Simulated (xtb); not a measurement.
H2MoOS3, SMILES [S]=[Mo]([SH])(=[S])[OH], multiplicity 1. All values are semi-empirical tight-binding results from xtb (GFN2-xTB unless named), good for trends rather than for accurate numbers. Geometry optimised at GFN2-xTB. The multiplicity is an assumed one; other spin states were not compared. One conformer was computed; it need not be the lowest.

Optimised geometry:

Bonds (Å): Mo1–S2 2.148, Mo1–S3 2.146, Mo1–O4 1.760, Mo1–S6 2.332, O4–H5 0.961, S6–H7 1.339. Bond angles (°): S2–Mo1–S3 108.8, S2–Mo1–O4 113.4, S2–Mo1–S6 104.9, S3–Mo1–O4 114.7, S3–Mo1–S6 102.5, O4–Mo1–S6 111.7, Mo1–O4–H5 173.4, Mo1–S6–H7 99.5.

For metal compounds this method's bond lengths and energies can be far off.

```yaml
orbital_gap: 1.80 eV
zero_point_energy: 14.6 kcal/mol
G − E(el) at 298.15 K (modified RRHO): -7.1 kcal/mol
```

Computed atomic charges and the Wiberg bond orders between heavy atoms:
charges (e) Mo1 0.66, S2 -0.30, S3 -0.27, O4 -0.43, H5 0.35, S6 -0.22, H7 0.21. Bond orders Mo1–S2 2.17, Mo1–S3 2.17, Mo1–O4 1.30, Mo1–S6 1.32.
